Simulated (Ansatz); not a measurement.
Computed with Ansatz on PBE0-D4/def2-TZVP structures; ΔE is electronic, products minus reactants. CBS: MP2 limit from def2 TZ/QZ plus the TZ coupled-cluster correction, frozen cores. DFT in def2-TZVPP. Each species was taken in one conformer, which may not be the lowest.

Reaction (isomerisation): `O=C[SiH2]CS` → `SC1CO[SiH2]1`

```
             level  ΔE (eV)
           PBE0-D4    -0.86
           ωB97X-V    -0.85
           ωB97M-V    -0.83
            B2PLYP    -0.75
               PBE    -0.70
    MP2/def2-TZVPP    -0.92
    MP2/def2-QZVPP    -0.94
SCS-MP2/def2-QZVPP    -0.86
```

Q: What does CCSD(T)/CBS give? (Best estimate.)

A: Computed: -0.84 eV. The listed levels differ from it by -0.02, -0.01, 0.01, 0.09, 0.14, -0.08, -0.10, -0.02 eV.

Largest T1 diagnostic among the species: 0.014.

In def2-TZVPP, CCSD(T) changes the Hartree–Fock value by −0.07 eV (the triples alone add +0.02 eV) and MP2 by −0.18 eV. From PBE to PBE0 (25 % exact exchange), in def2-TZVPP and without D4, ΔE moves by −0.15 eV.
